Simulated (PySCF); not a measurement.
Planning a shielding job on `C1B[C@H](C=C)CCC1`.

Method: GIAO PBE0/pcSseg-1 NMR shielding, non-relativistic, gas phase (PySCF 2.14.0, density-fitted response routines). Geometry: GFN2-xTB. Work: shieldings, ring-centre shieldings, charges and field gradients, density fitting. A driver script takes a list of jobs; this job's settings line and coordinates (Å) are shown.

Command:
```bash
OMP_NUM_THREADS=1 python probes_run.py task.json out
```

Input:
```
{"job": {"kind": "nmr", "xc": "PBE0", "basis": "pcSseg-1"}, "charge": 0, "multiplicity": 1}
C      3.260702     0.371662     0.361185
C      2.173617    -0.114313    -0.209250
C      0.769510     0.161930     0.233595
B     -0.007037     1.178314    -0.698842
C     -1.573611     1.088070    -0.783183
C     -2.160189    -0.287764    -0.447141
C     -1.468218    -0.903391     0.765134
C      0.009544    -1.153139     0.479523
H      3.209945     1.015520     1.224689
H      4.248465     0.156429    -0.010513
H      2.261761    -0.759210    -1.074860
H      0.829512     0.693886     1.195914
H      0.573564     2.046274    -1.230824
H     -1.949617     1.813870    -0.051138
H     -1.967568     1.426560    -1.744399
H     -2.026483    -0.951240    -1.305055
H     -3.234162    -0.206769    -0.260263
H     -1.567511    -0.232809     1.622203
H     -1.953305    -1.848238     1.021940
H      0.097610    -1.788471    -0.405245
H      0.464553    -1.690226     1.316059
```

Hardware: one thread, Arm Neoverse N1 (aarch64), shared host with 64 logical CPUs at a one-minute load of 61. PySCF's memory limit was set to 1040 MB.

The basis has 201 functions.

**Question.** Which is nearest to the wall time?
A. 72 s
B. 72 min
C. 9.6 min

**Answer.** A. The run took 72 s. The SCF took 14 cycles.

**Question.** How much memory does it need at the peak?

**Answer.** About 0.90 GiB. Peak memory is the resident size of the whole Python process, interpreter and libraries included.

**Question.** At this speed, how long would 20000 such jobs take on 96 cores, one job a core?

**Answer.** 20000/96 gives 209 rounds of 72 s, about 4.2 h of wall time and 400 core-hours, if the jobs don't slow each other.

The SCF part of the output:
```
coarse grid: 16752 points
cycle   1  E = -298.8672261193  dE =  8.534e-01  |g| = 4.707e-01  |ddm| = 3.964e+00
cycle   2  E = -298.8602953837  dE =  6.931e-03  |g| = 5.140e-01  |ddm| = 9.173e-01
cycle   3  E = -298.9298755865  dE = -6.958e-02  |g| = 5.125e-02  |ddm| = 5.172e-01
cycle   4  E = -298.9303345519  dE = -4.590e-04  |g| = 2.618e-02  |ddm| = 7.619e-02
cycle   5  E = -298.9304904486  dE = -1.559e-04  |g| = 9.069e-03  |ddm| = 2.773e-02
cycle   6  E = -298.9305095507  dE = -1.910e-05  |g| = 2.999e-03  |ddm| = 9.026e-03
cycle   7  E = -298.9305118307  dE = -2.280e-06  |g| = 2.279e-04  |ddm| = 2.719e-03
final grid: 159504 points
cycle   8  E = -298.9788168198  dE = -5.288e-05  |g| = 9.116e-03  |ddm| = 3.891e-02
cycle   9  E = -298.9788084755  dE =  8.344e-06  |g| = 1.083e-02  |ddm| = 1.874e-02
cycle  10  E = -298.9788389719  dE = -3.050e-05  |g| = 1.126e-03  |ddm| = 1.047e-02
cycle  11  E = -298.9788392610  dE = -2.892e-07  |g| = 3.566e-04  |ddm| = 1.229e-03
cycle  12  E = -298.9788392913  dE = -3.030e-08  |g| = 1.051e-04  |ddm| = 3.340e-04
cycle  13  E = -298.9788392939  dE = -2.578e-09  |g| = 2.752e-05  |ddm| = 1.123e-04
cycle  14  E = -298.9788392941  dE = -1.952e-10  |g| = 2.317e-06  |ddm| = 2.913e-05
converged SCF energy = -298.9788392941
```

On the final grid dE counts from the start density on that grid.

Times come from a shared host and carry two figures at best.
